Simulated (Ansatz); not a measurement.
Computed with Ansatz on PBE0-D4/def2-TZVP structures; ΔE is electronic, products minus reactants. CBS: MP2 limit from def2 TZ/QZ plus the TZ coupled-cluster correction, frozen cores. Functionals use def2-TZVPP. For Ge, Ti outer-core shells are correlated without core-valence functions, which leaves a few kJ/mol of doubt a bond. Scalar relativity is left out up to krypton. Each species was taken in one conformer, which may not be the lowest.

`C=[CH][GeH2][CH]=C` + `[OH][Ti]([Cl])([Cl])[Cl]` → `C=C[O][Ti]([Cl])([Cl])[Cl]` + `C=[CH][GeH3]`  (substitution at a C–Ge bond)

```csv
level,ΔE (eV)
r2SCAN-D4,0.18
PBE0,0.21
SCS-MP2/def2-QZVPP,0.32
MP2/CBS(def2),0.36
```

**Question.** What does CCSD(T)/CBS give? (Best estimate.)

**Answer.** The calculation gave: +0.32 eV. The listed levels differ from it by -0.14, -0.11, 0.00, 0.04 eV.

Largest T1 diagnostic among the species: 0.024, so the coupled-cluster value is less sure than usual.

From PBE to PBE0 (25 % exact exchange), in def2-TZVPP and without D4, ΔE moves by +0.06 eV. The D4 term adds +0.04 eV with B3LYP and +0.02 eV with PBE0; it sums over pairs of atoms, weighted by their polarisabilities, and B3LYP, whose exchange is more repulsive, gets the larger term.

B3LYP here is the variant with VWN-RPA as its local correlation; programs differ in this.
